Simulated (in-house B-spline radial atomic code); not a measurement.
**How G0W0 and RPA depend on the start: Ti¹²⁺**

Configuration [He] 2s2 2p6. Computed with an all-electron radial atomic-structure program (B-spline basis): all electrons, scalar-relativistic (spin-free one-electron X2C), finite nucleus, each spin shell either full or empty, empty states to l = 9 with an (l + 1/2)⁻⁴ tail; G0W0 by contour deformation at full frequency.

```csv
start,mean-field 2p (eV),G0W0 (eV),QP weight,RPA correlation (Eh)
Hartree-Fock,-791.36,?,?,?
PBE,-752.17,?,?,?
wB97X,-762.45,-789.46,0.991,-0.62543
BHandHLYP,-772.60,-789.75,0.992,-0.61726
PBE0,-762.36,-789.70,0.991,-0.62569
```

**Question.** What G0W0 level, weight and RPA correlation energy follow from the Hartree-Fock start?

**Answer.** G0W0 level -789.90 eV, weight 0.993, RPA correlation -0.60084 hartree.

**Question.** What G0W0 level, weight and RPA correlation energy follow from the PBE start?

**Answer.** G0W0 level -789.61 eV, weight 0.990, RPA correlation -0.63464 hartree.

**Question.** How much of the dependence on the start does G0W0 remove?

**Answer.** The mean-field levels span 39.2 eV and the G0W0 levels 0.44 eV. Against 787.67 ± 0.04 eV (NIST, measured) the G0W0 removal energies are off by +1.79 to +2.23 eV, with spin-orbit coupling, Breit and QED terms left out.
